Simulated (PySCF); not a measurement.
Calculation: ωB97X-D3(BJ)/def2-TZVP // B3LYP-D3(BJ)/def2-TZVP (PySCF). Isolated molecules, 0 K electronic values unless said otherwise. 

Reference species (SMILES): `C=C=CI` (neutral, multiplicity 1).

| Property | Value |
|---|---|
| dipole moment | 1.45 D |

Changed species: `ClC=C=C` (whole molecule; the reference has whole molecule).

Question: What does the change do to the dipole moment?

Answer: the dipole moment increases by 0.32 D, to 1.77 D.
